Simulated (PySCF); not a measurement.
Si(All)(Cl)2(F) (C3H5Cl2FSi), SMILES C=CC[Si](F)(Cl)Cl.

Geometry optimised at r2SCAN-D4/def2-SVP. The values are those of a single conformer.

Two levels are set side by side: TDA-PBE/def2-SVPD (PySCF) and TDA-LC-ωPBE/def2-SVPD (PySCF). Vertical, same geometry. The lowest singlet is HOMO→LUMO+1 93 % with PBE and HOMO→LUMO+1 68 %, HOMO→LUMO 23 % with the other functional; states are paired by order. Differences are taken from unrounded values.

| quantity | TDA-LC-ωPBE |
|---|---|
| lowest singlet excitation (eV) | 7.53 |
| lowest triplet excitation (TDA) (eV) | 4.06 |
| first bright state (f over 0.05) (eV) | 7.53 |
| its oscillator strength | 0.44 |

**Question.** What does TDA-PBE give, and how far is it from TDA-LC-ωPBE? (The exact figures need the calculation; the answer reports its results.)

**Answer.** 
```json
[
 {"quantity": "lowest singlet excitation (eV)", "TDA-PBE": "5.74", "TDA-PBE minus TDA-LC-ωPBE": "-1.79"},
 {"quantity": "lowest triplet excitation (TDA) (eV)", "TDA-PBE": "4.25", "TDA-PBE minus TDA-LC-ωPBE": "0.19"},
 {"quantity": "first bright state (f over 0.05) (eV)", "TDA-PBE": "6.35", "TDA-PBE minus TDA-LC-ωPBE": "-1.17"},
 {"quantity": "its oscillator strength", "TDA-PBE": "0.09", "TDA-PBE minus TDA-LC-ωPBE": "-0.34"}
]
```

Functionals without exact exchange tend to place singlet excitations lower, as here. Differences between two approximate levels are no errors against the true value.

Rough cost on one machine, each run with all the roots and properties that it gave: TDA-LC-ωPBE against TDA-PBE about 4 times.
